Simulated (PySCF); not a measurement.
SMILES c1cc(C#N)cnc1, C6H4N2

Molfile (atoms numbered from 1):
```
C6H4N2
     RDKit          3D

 12 12  0  0  0  0  0  0  0  0999 V2000
    3.4558    0.8115   -0.2187 N   0  0  0  0  0  0  0  0  0  0  0  0
    2.3440    0.4844   -0.1940 C   0  0  0  0  0  0  0  0  0  0  0  0
    0.9735    0.0762   -0.1638 C   0  0  0  0  0  0  0  0  0  0  0  0
   -0.0639    1.0181   -0.1453 C   0  0  0  0  0  0  0  0  0  0  0  0
   -1.3724    0.5549   -0.1158 C   0  0  0  0  0  0  0  0  0  0  0  0
   -1.5921   -0.8235   -0.1060 C   0  0  0  0  0  0  0  0  0  0  0  0
   -0.6124   -1.7240   -0.1236 N   0  0  0  0  0  0  0  0  0  0  0  0
    0.6382   -1.2888   -0.1517 C   0  0  0  0  0  0  0  0  0  0  0  0
    0.1631    2.0860   -0.1540 H   0  0  0  0  0  0  0  0  0  0  0  0
   -2.2142    1.2496   -0.1004 H   0  0  0  0  0  0  0  0  0  0  0  0
   -2.6146   -1.2170   -0.0827 H   0  0  0  0  0  0  0  0  0  0  0  0
    1.4330   -2.0424   -0.1658 H   0  0  0  0  0  0  0  0  0  0  0  0
  1  2  3  0
  2  3  1  0
  3  4  1  0
  4  5  2  0
  5  6  1  0
  6  7  2  0
  7  8  1  0
  8  3  2  0
  4  9  1  0
  5 10  1  0
  6 11  1  0
  8 12  1  0
M  END
```

Computed, not measured: quadratic response CAM-B3LYP/aug-cc-pVDZ first hyperpolarisability, Taylor convention, gas phase (PySCF 2.14.0). Geometry: PBE0-D3(BJ)/def2-SVP.

Problem. Give the tensor of the second harmonic β(−2ω;ω,ω) at 1064 nm in the axes of these coordinates.

Solution. In au, Taylor convention; rows are the first index (the induced dipole):
```
      xx     yy     zz     xy     xz    yz
x  +11.6  +13.9  +32.4  -60.4   +1.3  +1.2
y  -57.3  +35.4   -7.8  +11.9   +1.1  -0.4
z   +1.3   -0.5   -1.9   +1.2  +31.4  -8.5
```
Norm of βᵢ = ⅓ Σⱼ (βᵢⱼⱼ + βⱼᵢⱼ + βⱼⱼᵢ): 64.5 au, hyper-Rayleigh value 42.6 au.
